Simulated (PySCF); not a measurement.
Al²⁺ (aluminium, charge +2) across methods

[Ne] 3p1, 2P determinant (an excited configuration). All numbers are calculated (PySCF 2.14, the spin-free X2C one-electron Hamiltonian (Gaussian nucleus), in aug-cc-pVQZ-DK). The B2PLYP total includes its PT2 part (frozen core); its orbital energies are those of the SCF part.

```csv
method,E (hartree),mean ε 2p α (eV),mean ε 2p β (eV),mean ε 3p α (eV),Σ⟨r²⟩ (bohr²),⟨S²⟩
r2SCANh,-241.6419,-95.410,-95.237,-19.189,11.06,0.750
UHF,-241.22371,-109.74,-109.40,-21.530,11.37,0.750
CAM-B3LYP,-241.6587,-98.077,-97.892,-20.810,10.96,0.750
PBE,-241.5332,-92.082,-91.911,-18.857,10.98,0.750
r2SCAN,-241.6456,-93.713,-93.558,-18.895,11.04,0.750
LDA,-240.5991,-92.185,-92.013,-18.711,10.97,0.750
BP86,-241.6874,-92.213,-92.063,-18.907,10.97,0.750
PBE0,-241.5528,-96.787,-96.575,-19.633,11.04,0.750
B2PLYP,-241.5513,-101.74,-101.49,-20.328,11.10,0.750
```
